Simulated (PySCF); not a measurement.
Vertical excitations of a molecule C7H8O from TDA-PBE/def2-SVPD in PySCF, as energy in eV (oscillator strength): 4.73 (0.031), 5.14 (0.000), 5.58 (0.000), 5.77 (0.116), 6.09 (0.002), 6.21 (0.000). Lowest triplet (TDA): 3.80 eV. The structure is a stationary point at ωB97X-D3(BJ)/def2-SVP. Other conformers were not sampled.

Problem. Which molecule gave these data?
A) C=Cc1cocc1C
B) Cc1ccc(O)cc1
C) C#C/C=C(/C=C)OC
D) C=Cc1ccoc1C

Solution. B, Cc1ccc(O)cc1
